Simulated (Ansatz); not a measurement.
CH6FGeN (`[CH3][GeH]([NH2])[F]`), relaxed with RKS PBE-D4/def2-SVP in Ansatz from a rough embedded geometry. The force threshold is 0.03 eV/Å; the program also tests the step.

Charge 0, multiplicity 1.

Start:

```xyz
10

C     0.751    0.375    1.153
Ge    0.270   -0.072   -0.615
N    -1.561   -0.060   -0.733
F     0.886    1.038   -1.736
H     1.913    0.385    1.263
H     0.410    1.401    1.462
H     0.356   -0.365    1.910
H     0.791   -1.523   -0.946
H    -1.862   -0.373   -1.678
H    -1.955   -0.804   -0.078
```

(1) By how much does the energy fall, and how many steps does the optimiser take? (Best estimate.)

(2) Which bonds change most? (Estimate.)

(3) Give the relaxed structure. (Estimate.)

Results:

(1) Ansatz gave: 41.33 kJ/mol, in 18 steps, 2 of them rejected.

(2) Computed: Ge2–F4 from 1.694 to 1.779 Å; C1–Ge2 from 1.885 to 1.947 Å; C1–H5 from 1.168 to 1.107 Å; N3–H10 from 1.067 to 1.026 Å.

(3) Computed: 
```xyz
10

C     0.796    0.302    1.223
Ge    0.282   -0.210   -0.585
N    -1.528   -0.502   -0.650
F     0.750    1.144   -1.639
H     1.886    0.484    1.272
H     0.271    1.233    1.514
H     0.528   -0.501    1.936
H     0.988   -1.453   -1.181
H    -1.879   -0.783   -1.572
H    -2.094    0.287   -0.318
```
